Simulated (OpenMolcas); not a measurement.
Fe2+ among 6 point charges of -2.2 e arranged as a trigonal prism (D3h), 1.92 Å from the ion, with a polar angle of 57.9° against the regular 49.1°. The active orbitals were held to one l.
```
   1.6272    0.0000    1.0192  -2.20
  -0.8136    1.4092    1.0192  -2.20
  -0.8136   -1.4092    1.0192  -2.20
   1.6272    0.0000   -1.0192  -2.20
  -0.8136    1.4092   -1.0192  -2.20
  -0.8136   -1.4092   -1.0192  -2.20
```

```yaml
Program: OpenMolcas 26.06
Method: CASSCF
Basis: ANO-RCC-VTZP [6s5p3d2f1g]
Scalar_Hamiltonian: DKH2, point nucleus
Active_space: 6 electrons in 5 orbitals (3d)
State_averaging: 2S+1 = 5 even, 5 roots; 2S+1 = 3 even, 45 roots; 2S+1 = 1 even, 50 roots
Spin-orbit_coupling: state interaction with AMFI integrals over the reference wave functions
```

Problem. What is the spin-free ground state (labels of D3, the rotations of D3h)?

Solution. 5A1, 1-fold in its orbital part, 100 % from free-ion D terms; it has the highest spin that d6 allows.

Problem. Where is the first state of the same spin?

Solution. 5E at 8450 cm-1 above the ground state.

Problem. What are the lowest two levels with spin-orbit coupling?

Solution. A 1-fold level A1, then a 2-fold level E 6.0 cm-1 above it. Their leading multiplicities are 5 (100 %) and 5 (100 %).

Problem. What is χT at 300 K, and how does it compare with the textbook value?

Solution. The lowest level has 2S+1 = 5, for which the spin-only value is χT = S(S+1) / 2 = 3.000 cm3 K/mol (g = 2). The computed 3.188 at 300 K differs by +0.188, through orbital momentum, spin-orbit coupling and any other state in reach.

Without dynamic correlation the repulsion within the d shell is too large (B by tens of per cent), so at a given field states of lower spin stand too high. Point charges carry no covalency, so the field is a model and not that of real ligands. An unlabelled pair can be two single states that coincide in this model. No measured value stands beside these numbers.
